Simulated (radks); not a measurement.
The numbers below are computed, except where a source is named.
How relativity changes the ionisation of the iron ion Fe+ ([Ar] 3d6 4s1) to Fe2+ ([Ar] 3d6). Spin-unpolarised spherical Kohn-Sham, PBE, point nucleus unless stated (finite: rms radius 3.7377 fm), a radial shooting solver on a logarithmic mesh with Libxc functionals. A level marked "c x" has the speed of light scaled by that factor and shares open shells by 2j + 1; other Dirac levels either fill j = l - 1/2 first or share by 2j + 1.

| level | E(Fe+) (hartree) | E(Fe2+) (hartree) | IE (eV) | HOMO | <r> HOMO (bohr) |
|---|---|---|---|---|---|
| non-rel. | -1262.97939 | -1262.39165 | 15.993 | 4s | 2.740 |
| scalar-rel. | -1272.12899 | -1271.53354 | 16.203 | 4s | 2.711 |
| scalar-rel., finite nucleus | -1272.12484 | -1271.52940 | 16.203 | 4s | 2.711 |
| Dirac, 2j+1 shares | -1272.15474 | -1271.55928 | 16.203 | 4s1/2 | 2.711 |
| Dirac, low j first | -1272.16381 | -1271.56855 | 16.198 | 4s1/2 | 2.712 |
| Dirac, 2j+1 shares, finite nucleus | -1272.15059 | -1271.55514 | 16.203 | 4s1/2 | 2.711 |
| Dirac, c x 0.85 | -1275.76710 | -1275.16858 | 16.287 | 4s1/2 | 2.699 |
| Dirac, c x 2 | -1265.24289 | -1264.65326 | 16.045 | 4s1/2 | 2.733 |
| Dirac, c x 10 | -1263.06955 | -1262.48174 | 15.995 | 4s1/2 | 2.740 |

NIST Atomic Spectra Database: 16.199 eV (measured). The relativistic part of the total energy of Fe+ is -9.171 hartree (Dirac, 2j+1 shares, finite nucleus), 0.73 % of the non-relativistic value. Spin polarisation and multiplet splitting of open shells are left out at every level.

Beside tabulated values, note that spin-unpolarised runs miss the spin-polarisation part of the exchange energy of open shells.
